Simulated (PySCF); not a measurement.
r2SCAN0 single point of sextet [MnH3]- at its PBE0 minimum.

An equivalent PySCF input for this run (the driver started from the density of an earlier step):

```python
from pyscf import gto, scf, dft
mol = gto.M(atom='''
Mn     0.000000    -0.000000     0.000000
H      1.767598    -0.000001     0.000000
H     -0.883798     1.530785    -0.000000
H     -0.883800    -1.530784     0.000000''',
    basis={'Mn': 'def2-TZVPD', 'H': 'def2-TZVPD'},
    charge=-1, spin=5)
mf = dft.UKS(mol, xc='HYB_MGGA_XC_R2SCAN0')
mf.grids.atom_grid = (90, 434)
aux = {'Mn': 'def2-universal-JKFIT', 'H': 'def2-universal-JKFIT'}
mf = mf.density_fit(auxbasis=aux)
mf.conv_tol = 1e-08
mf.diis_space = 10
mf.max_cycle = 60
mf.verbose = 4
mf.kernel()
```

Excerpt of the output:

```
init E= -1152.7426162924
cycle= 1 E= -1152.74341310615  delta_E= -0.000797  |g|= 0.00958  |ddm|= 0.0668
cycle= 2 E= -1152.74344704137  delta_E= -3.39e-05  |g|= 0.0114  |ddm|= 0.0179
cycle= 3 E= -1152.74348221866  delta_E= -3.52e-05  |g|= 0.00251  |ddm|= 0.00677
cycle= 4 E= -1152.74348782662  delta_E= -5.61e-06  |g|= 0.000703  |ddm|= 0.00424
cycle= 5 E= -1152.74348829287  delta_E= -4.66e-07  |g|= 0.000121  |ddm|= 0.00146
cycle= 6 E= -1152.74348832872  delta_E= -3.59e-08  |g|= 2.39e-05  |ddm|= 0.000487
cycle= 7 E= -1152.74348833083  delta_E= -2.1e-09  |g|= 8.47e-06  |ddm|= 0.000102
Extra cycle  E= -1152.74348833085  delta_E= -2.23e-11  |g|= 1.38e-05  |ddm|= 2.34e-05
converged SCF energy = -1152.74348833085  <S^2> = 8.7836236  2S+1 = 6.0111974
```

Other spin states or occupations of the open shell can lie lower. The lowest empty level of this anion is unbound, so it and the gap depend on the basis.

This run, together with those of the ionised and electron-attached species (not shown), took 32 s on 2 threads of a shared Intel Xeon @ 2.50GHz (Skylake/Cascade Lake) host, with 75 basis functions; the process peaked at 0.81 GiB. Launch command: `OMP_NUM_THREADS=2 python axn.py task.json out`.
